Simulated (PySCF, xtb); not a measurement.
F₂H₂SSi, SMILES S[SiH](F)F.

GFN2-xTB (xtb) at its own geometry gives an orbital gap of 5.19 eV and a dipole moment of 2.33 D.

The structure is a stationary point at PBE0-D3(BJ)/def2-SVP. One conformer was computed; it need not be the lowest.

What does PySCF with ωB97X/def2-TZVPD give? (Estimate from the structure and the level; the computed values follow.)

gap 12.08 eV (levels -10.72 and 1.36 eV), dipole 2.01 D.
